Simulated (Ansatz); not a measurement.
S₇⁻, relaxed as a doublet with UKS r2SCAN-D4/def2-SVPD in Ansatz, starting from the GFN1-xTB geometry. Force threshold 0.02 eV/Å.

The relaxation made no stability test and no search for a lower SCF solution. The structure comes from a short search, and lower isomers may exist.

Start:

Cartesian coordinates in Å:
```
S 1.0382 -1.5566 -1.2398
S -2.0360 -0.2412 -0.8155
S -2.0741 0.8339 0.8748
S 0.2215 1.9510 1.4247
S 2.0949 -0.5361 0.2142
S 1.6173 1.4932 0.0623
S -0.8617 -1.9441 -0.5207
```

(1) Estimate the energy that the relaxation releases and the steps that it takes.

(2) Does the start keep its bonding and symmetry?

(3) Predict the relaxed structure.

## Answers

(1) 0.21 eV, in 7 steps; 63 s on 4 threads of Arm Neoverse V1 on a shared host. No frequencies were taken in this run, so the end may be a saddle point.

(2) By distances, no bond broke or formed. The bond that changes most is S2–S7, from 2.09 to 2.16 Å (atoms count from 1). Point group Cs at the start, Cs at the end, both within 0.05 Å.

(3) 
```xyz
7

S     1.0577   -1.6031   -1.2330
S    -2.0011   -0.1802   -0.8579
S    -2.2723    0.7778    0.8797
S     0.3642    2.0279    1.5151
S     2.1420   -0.5566    0.2080
S     1.5724    1.5163    0.0023
S    -0.8629   -1.9821   -0.5142
```
Bond lengths: 6 × S–S 2.00 to 2.16 Å.
